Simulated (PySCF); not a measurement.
## Spinor energies of Pr²⁺ (praseodymium, charge +2)

Start: [Xe] 4f3; 4f5/2 filled at m_j = +1/2, +3/2, +5/2. Calculated with PySCF 2.14 in x2c-TZVPall-2c (11s11p10d4f1g, 131 functions): generalised Hartree-Fock with the X2C-1e Hamiltonian and a Gaussian nucleus; one run each with spin-orbit coupling (SO) switched off, then screened by Boettger's factors.

| spinor shell | electrons | ε, spin-free (eV) | ε, screened SO (eV) | weight of nominal j (screened SO) | rms radius, screened SO (bohr) |
| --- | --- | --- | --- | --- | --- |
| 1s1/2 | 2 | -42205.6 | -42199.6 | 1.000 | 0.0275 |
| 2s1/2 | 2 | -6911.5 | -6909.6 | 1.000 | 0.111 |
| 2p1/2 | 2 | -6178.9 | -6516.7 | 1.000 | 0.0958 |
| 3s1/2 | 2 | -1547.3 | -1546.6 | 1.000 | 0.290 |
| 3p1/2 | 2 | -1310.1 | -1378.7 | 1.000 | 0.282 |
| 3p3/2 | 4 | -1310.1 | -1279.5 | 1.000 | 0.294 |
| 3d3/2 | 4 | -976.85 | -989.52 | 0.999 | 0.266 |
| 3d5/2 | 6 | -976.85 | -967.72 | 0.999 | 0.269 |
| 4s1/2 | 2 | -337.32 | -337.09 | 1.000 | 0.661 |
| 4p1/2 | 2 | -257.12 | -272.88 | 0.988 | 0.685 |
| 4p3/2 | 4 | -257.12 | -249.94 | 0.994 | 0.711 |
| 4d3/2 | 4 | -139.18 | -144.18 | 0.831 | 0.783 |
| 4d5/2 | 6 | -139.18 | -135.63 | 0.887 | 0.788 |
| 5s1/2 | 2 | -61.104 | -61.061 | 1.000 | 1.63 |
| 5p1/2 | 2 | -39.304 | -41.864 | 0.936 | 1.82 |
| 5p3/2 | 4 | -39.304 | -38.134 | 0.968 | 1.92 |
| 4f5/2 | 3 | -23.319 | -23.347 | 0.792 | 1.20 |

Task: Where does 2p3/2 lie, and what is the 2p spin-orbit splitting (screened SO)?

Result: At -6030.6 eV, 486.06 eV above 2p1/2.

```
   quantity    spin-free  screened SO
E (hartree)  -9230.56718  -9234.88618
        M_J          9/2          9/2
       ⟨J²⟩       27.755       26.927
       ⟨L²⟩       42.002       41.800
       ⟨S²⟩        3.752        3.736
```

The determinant has a definite M_J but mixes levels of different J.

Each row is a mean over spinors that exchange with the open shell spreads, by up to 9.382 eV (4d3/2).

Rows whose weight is well below 1 are mixtures of j = l ± 1/2: exchange outweighs spin-orbit coupling there, and the label is only the starting occupation.

Breit and QED terms are absent; they matter most for the inner s and p1/2 levels.

Densities and radii are taken from the X2C orbitals without a picture-change correction, which distorts them close to the nucleus.

Without spin-orbit coupling the j labels of p, d and f shells carry no meaning; the spin-free column gives the mean over the occupied spinors of each nl shell, and its ⟨J²⟩ belongs to a mixture of degenerate components.
